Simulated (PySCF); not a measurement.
C3H9Ge, doublet, at a GFN2-xTB geometry; HF/pcseg-1 run with PySCF.

The PySCF input:
```python
from pyscf import gto, scf

mol = gto.M(
    atom='''
C     2.341588    1.088337   -0.232543
C     1.813086   -0.212453    0.235146
C     0.571285   -0.283754    0.990091
Ge   -1.074531   -0.176960   -0.196416
H     3.391747    1.010313   -0.507028
H     2.229698    1.853583    0.536823
H     1.794974    1.444493   -1.117907
H     2.222002   -1.116305   -0.184952
H     0.485135   -1.220316    1.542918
H     0.477787    0.549384    1.690090
H    -1.128612   -1.309313   -1.176367
H    -1.069103    1.077905   -1.016006
H    -2.374402   -0.179787    0.561568
''',
    basis='pcseg-1',
    charge=0,
    spin=1,
    verbose=5,
)

mf = scf.UHF(mol)
mf.kernel()
```

The log (banner, timings and long lists left out):

```
PySCF version 2.14.0

[INPUT] verbose = 5
[INPUT] max_memory = 4000
[INPUT] num. atoms = 13
[INPUT] num. electrons = 59
[INPUT] charge = 0
[INPUT] spin (= nelec alpha-beta = 2S) = 1
[INPUT] symmetry False subgroup None
[INPUT] Mole.unit = angstrom
[INPUT] Symbol           X                Y                Z      unit          X                Y                Z       unit  Magmom
[...]
[INPUT] ---------------- BASIS SET ----------------
[INPUT] l, kappa, [nprim/nctr], expnt,             c_1 c_2 ...
[INPUT] H
[...]
                                1.86871           0.15915    0
                                0.418208           0.5    0
                                0.1061               0    1
[...]
[INPUT] Ge
[...]
                                14125.5           0.0141318    0    0    0    0
                                3214.44           0.0701834    0    0    0    0
                                907.847           0.244818    0    0    0    0
                                295.691            0.5    0    0    0    0
                                102.034           0.394247    0    0    0    0
                                195.7                0 -0.0801662    0    0    0
                                23.5078              0  0.5    0    0    0
                                10.5672              0 0.375307    0    0    0
                                3.70706              0 0.0426829    0    0    0
                                2.81835              0    0  0.5    0    0
                                1.14082              0    0 0.248819    0    0
                                0.231053             0    0    0    1    0
                                0.0828034            0    0    0    0    1
[...]
                                568.546           0.024665    0    0    0
                                183.041           0.114443    0    0    0
                                68.3859           0.327843    0    0    0
                                27.6206            0.5    0    0    0
                                11.1188           0.274897    0    0    0
                                7.09479              0 0.290052    0    0
                                2.91066              0  0.5    0    0
                                1.1806               0 0.26929    0    0
                                0.323882             0    0    1    0
                                0.0876833            0    0    0    1
[...]
[...]
  2.57665727e+00  2.60688651e+00  2.61617351e+00  2.63142799e+00
  2.72937869e+00  2.80023447e+00  2.83793478e+00  2.91292749e+00
  3.01932386e+00  3.06476687e+00  3.12249488e+00  3.21503263e+00
  3.39658352e+00  3.47193173e+00  3.57543092e+00  3.62607928e+00
  3.63050942e+00  3.73585019e+00]
  beta  mo_energy =
[-4.05131469e+02 -5.20756511e+01 -4.62012218e+01 -4.62011780e+01
 -4.62007698e+01 -1.12231943e+01 -1.12130058e+01 -1.11930219e+01
 -7.16503312e+00 -5.16433843e+00 -5.16413233e+00 -5.16280011e+00
 -1.64047395e+00 -1.64040607e+00 -1.63857779e+00 -1.63472581e+00
 -1.63462780e+00 -1.04281616e+00 -9.41982594e-01 -7.56698674e-01
 -7.10369214e-01 -6.28990690e-01 -5.73035535e-01 -5.53221995e-01
 -5.11906236e-01 -5.01020163e-01 -4.63078247e-01 -4.59678985e-01
 -4.38649376e-01  1.23307211e-01  1.50936428e-01  1.79706264e-01
  1.90098705e-01  1.92808937e-01  1.95613547e-01  2.02203444e-01
  2.35066162e-01  2.45779551e-01  2.63788322e-01  2.77499450e-01
  3.51431388e-01  3.95419437e-01  4.06147398e-01  4.24161834e-01
  4.37613968e-01  4.90989720e-01  5.11780048e-01  5.44071901e-01
  5.81278132e-01  6.00930240e-01  6.12894323e-01  6.31249525e-01
  6.39180731e-01  6.69346914e-01  7.19527599e-01  7.61394229e-01
  7.96825015e-01  8.72177543e-01  8.85040364e-01  8.90831378e-01
  9.03430155e-01  9.13161295e-01  9.28744157e-01  9.44698074e-01
  9.64188918e-01  1.00099779e+00  1.05050938e+00  1.07184059e+00
  1.17569249e+00  1.20726759e+00  1.36014784e+00  1.48476834e+00
  1.58141529e+00  1.67127166e+00  1.74279574e+00  1.86512215e+00
  2.01266928e+00  2.02828479e+00  2.05756328e+00  2.10950209e+00
  2.12096872e+00  2.16359637e+00  2.16636349e+00  2.19913566e+00
  2.23161607e+00  2.24916501e+00  2.28815751e+00  2.32296579e+00
  2.32869954e+00  2.35237870e+00  2.40840905e+00  2.42904746e+00
  2.46657622e+00  2.48313404e+00  2.53133523e+00  2.55534887e+00
  2.58415479e+00  2.61009905e+00  2.62035193e+00  2.64555687e+00
  2.74899667e+00  2.81029390e+00  2.84044277e+00  2.91848475e+00
  3.02442204e+00  3.07108524e+00  3.13078838e+00  3.22088750e+00
  3.39871896e+00  3.47407553e+00  3.57718864e+00  3.62736584e+00
  3.63261806e+00  3.74146573e+00]
multiplicity <S^2> = 0.76541355  2S+1 = 2.0153546
E1 = -3568.324554982422  E2 = 1116.0389613612388  Ecoul = 1212.2747071937529  Exc = -96.23574583251411
Extra cycle  E= -2193.84650038442  delta_E= -1.1e-10  |g|= 5.71e-06  |ddm|= 1.68e-05
converged SCF energy = -2193.84650038442  <S^2> = 0.76541355  2S+1 = 2.0153546
```
